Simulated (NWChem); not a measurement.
System: AlHOClF; SMILES [OH][Al]([F])[Cl]

```xyz
5

Al     0.0009     0.4101     0.0000
F      1.4390     1.2294     0.0000
Cl     0.0257    -1.6644     0.0000
O     -1.4746     1.2166     0.0000
H     -1.6031     2.1661     0.0000
```
Atoms are numbered in this order, from 1.

All runs: NWChem. Medium grid unless said otherwise, to which SCAN and Minnesota functionals are sensitive. All runs use the structure optimised with PBE0/def2-SVP. Hybrids' shares of exact exchange are those that their runs print; pure functionals count as 0. The functionals differ in more than this share.

| row | share of exact exchange | highest occupied level (eV) |
|---|---|---|
| PBE/def2-SVP | 0.00 | -7.71 |
| PW91/def2-SVP | 0.00 | -7.77 |
| B3LYP/def2-SVP | 0.20 | -8.96 |
| B3PW91/def2-SVP | 0.20 | -9.09 |
| M06/def2-SVP | 0.27 | -9.25 |
| MPW1K/def2-SVP | 0.43 | withheld |

### Question
Fit a straight line of the last column on the one before it, predict the withheld value, and compare with the run.

### Answer

1. Means of the 5 shown rows: x = 0.134, y = -8.556. Slope Σ(x − x̄)(y − ȳ)/Σ(x − x̄)² = -0.3750/0.06312 = -5.941; intercept -7.760.
2. The shown rows scatter about the line by 0.085 (root mean square); the largest residual is -0.14, at B3PW91/def2-SVP.
3. At x = 0.43 (MPW1K/def2-SVP; beyond the shown range) the line gives -10.31.
4. The run gives -10.48, -0.17 from the line, 2.0 times the scatter.
